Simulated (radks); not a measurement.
Q: Radial electron density D(r) = 4 pi r^2 rho(r) of an atom or ion with 21 electrons. Method: scalar-relativistic Kohn-Sham, r2SCAN, spin-unpolarised, spherical densities, finite nucleus; meta-GGA in the generalised Kohn-Sham scheme; Fermi nuclear charge, rms radius of each element as measured or else 0.836 A^(1/3) + 0.57 fm; computed with a radial shooting solver on a logarithmic mesh with Libxc functionals.

r (bohr),D(r) (e/bohr)
0.002541,3.128
0.003309,4.901
0.004309,7.543
0.00561,11.35
0.007306,16.57
0.009437,23.06
0.01229,30.88
0.016,38.84
0.02083,45.13
0.02713,47.75
0.03533,45.87
0.046,41.70
0.05942,40.39
0.07737,45.88
0.1007,54.80
0.1312,55.84
0.1708,42.84
0.2224,27.07
0.2896,24.14
0.3741,28.33
0.4872,23.14
0.6344,10.32
0.826,2.189
1.076,0.1845
1.401,0.5592
1.824,0.8169
2.356,0.3196
3.068,0.02998
3.994,0.0005237

What is the nuclear charge?

A: Z = 38. The innermost maximum, from 1s, lies near gamma/Z bohr with gamma = sqrt(1 - (Z/c)^2) = 0.961, here 0.0253 bohr (found: 0.0276), and its height grows with Z. The density is that of the strontium ion Sr17+ in [Ar] 3d2 5f1; the configuration itself is not fixed sharply by these data, and Z only to a few units. D(r) has 4 maxima, at r = 0.0276, 0.118, 0.386, 1.71 bohr, and minima at 0.0557, 0.265, 1.12 bohr, inside which lie 2.05, 10.66, 20.17 electrons.
